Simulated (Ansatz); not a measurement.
Compare A (`OC(O)N[SiH3]`) with its isomer B (`N[SiH2]OCO`).

Isolated molecules relaxed with PBE0-D4/def2-TZVP in Ansatz; ΔE leaves out vibrations. CCSD(T)/CBS adds triple-zeta CCSD(T) − MP2 to the extrapolated MP2 energy (def2 sets, frozen cores). Functionals use def2-TZVPP. B3LYP here is the variant with VWN-RPA as its local correlation; programs differ in this. One conformer a species, not always the lowest.

A:

```xyz
12

O     0.637   -1.797    0.103
C     0.786   -0.432    0.343
O     2.158   -0.159    0.210
N     0.007    0.323   -0.570
Si   -1.634    0.776   -0.259
H     1.365   -2.250    0.542
H     0.451   -0.181    1.364
H     2.269    0.794    0.276
H     0.268    0.109   -1.525
H    -1.677    1.326    1.121
H    -2.631   -0.326   -0.351
H    -1.999    1.816   -1.253
```

B:

```xyz
12

N     0.6897   -2.3308    0.0379
Si    0.3875   -0.7563   -0.5324
O    -0.0831    0.2705    0.6839
C    -0.8716    1.3971    0.4488
O    -0.2164    2.3617   -0.3184
H    -0.0402   -2.8986    0.4357
H     1.5924   -2.5768    0.4080
H     1.6565   -0.2892   -1.1398
H    -0.7298   -0.7787   -1.5130
H    -1.1592    1.7905    1.4304
H    -1.7711    1.1369   -0.1203
H     0.5453    2.6739    0.1792
```

(1) Which isomer does CCSD(T)/CBS put lower? Give the gap. (An estimate is asked.)

(2) Give E(B) − E(A) in kJ/mol with ωB97M-V, CCSD/def2-TZVPP, B2PLYP, MP2/def2-TZVPP, B3LYP, r2SCAN-D4, PBE-D4. (An estimate is asked.)

Largest T1 diagnostic: 0.011.

Results:

(1) Ansatz gave: B, by 137.4 kJ/mol.

(2) Ansatz gave: ωB97M-V -134.3, CCSD/def2-TZVPP -135.5, B2PLYP -139.2, MP2/def2-TZVPP -138.2, B3LYP -137.9, r2SCAN-D4 -133.5, PBE-D4 -124.6. None reverses the order clearly.

In def2-TZVPP, CCSD(T) changes the Hartree–Fock value by +9.2 kJ/mol (the triples alone add +1.9 kJ/mol) and MP2 by +4.6 kJ/mol.
